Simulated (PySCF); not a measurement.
# Molybdenum: a sound run and one with changed settings

Sound run: Mo⁺ [Kr] 4d5, Mo²⁺ [Kr] 4d4. Calculation: PySCF 2.14, in def2-SVP with the def2 core potential (28 electrons) (5s3p2d1f, 31 functions); a scalar-relativistic core potential. In the sound run the correlated levels freeze 4s2 4p6 outside the core potential. The sound run starts from symmetry-adapted Hartree-Fock orbitals and uses a fine grid where one is needed.

Changed run: all electrons correlated in a basis built for the valence shell.

```tsv
species	method	sound run (hartree)	changed run (hartree)	converged
Mo⁺	MP2	-67.35196	-67.48831	yes
Mo²⁺	MP2	-66.78114	-66.91044	yes
```

Ionisation energy of Mo⁺:

```
 method  sound run (eV)  changed run (eV)
    UHF          15.072            15.072
    MP2          15.533            15.725
SCS-MP2          15.225            15.448
```

A valence basis has no tight correlating functions, so it recovers only part of the core correlation, and not evenly between atom and ion.

For comparison, NIST gives 16.16 ± 0.12 eV between the lowest levels.
